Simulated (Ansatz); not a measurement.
Ansatz (a quantum-chemistry and plane-wave program) input:

Ansatz 0.2 input:
```yaml
crystal:
  periodic: [false, false, false]
  atoms:
    - {symbol: Cl, position_ang: [-0.00000000, -0.00000000, -1.61347186]}
    - {symbol: B, position_ang: [0.00000000, 0.00000000, 0.00000000]}
    - {symbol: Cl, position_ang: [0.00000000, 0.00000000, 1.61347186]}
basis:
  gaussian:
    orbitals: def2-TZVP
hamiltonian:
  xc: b3lyp
  dispersion: d3bj
total_charge: 1
phonons: {temperatures: {t_min: 298.15, t_max: 298.15, t_step: 100}}
```

Question: Predict the final energy.

Answer: -945.05271 Eh (B3LYP-D3(BJ)/def2-TZVP). The basis has 105 functions.
